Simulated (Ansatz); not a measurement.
Cost and result up the ladder for the cluster Rb₂Pb₂Br₆ (10 atoms). Charge 0, multiplicity 1. Geometry: PBE-D4/def2-SVP.

```csv
atom,x (Å),y (Å),z (Å)
Rb1,1.9635,-2.3897,-0.3232
Rb2,-0.5345,0.9292,-3.7488
Pb3,1.2612,0.8031,2.4002
Pb4,-1.8702,0.0025,0.0340
Br5,-0.0689,-1.6987,2.2786
Br6,-1.6006,1.9345,2.2062
Br7,3.7499,-0.4685,1.7355
Br8,-3.0173,1.7907,-1.8522
Br9,-0.7948,-1.9498,-2.1912
Br10,0.9117,1.0466,-0.5392
```

Ansatz on 6 threads of AMD EPYC on a shared host. Times are rough, and most runs start from the orbitals of an earlier one. PBE0-D4/def2-SVP serves as the yardstick here, not as an exact answer. Binding counts from free atoms at the same level (Rb doublet, Pb triplet, Br doublet; other spins of the atoms weren't run), without zero-point energy or a counterpoise term.

In the def2 sets Pb, Rb take a core potential; there is no spin–orbit coupling. Correlated methods freeze 62 core orbitals; core or outer-core shells of Rb, Pb, Br are correlated, in sets that lack core-valence functions. The structure comes from a short search, and lower isomers may exist.

Correlated methods converge slowly with the basis, most of all in double-zeta sets.

| level | functions | wall time | binding energy per atom (eV) | difference from PBE0-D4/def2-SVP (eV) |
| --- | --- | --- | --- | --- |
| PBE-D4/def2-SVP | 292 | 20 s | 2.76 | 0.07 |
| r2SCAN-D4/def2-SVP | 292 | 41 s | 2.73 | 0.04 |
| PBE0-D4/def2-SVP (with forces) | 292 | 62 s | 2.69 | 0.00 |
| MP2/def2-SVP | 292 | 62 s | 2.53 | -0.16 |
| RPA@PBE/def2-SVP | 292 | 71 s | 2.09 | -0.60 |
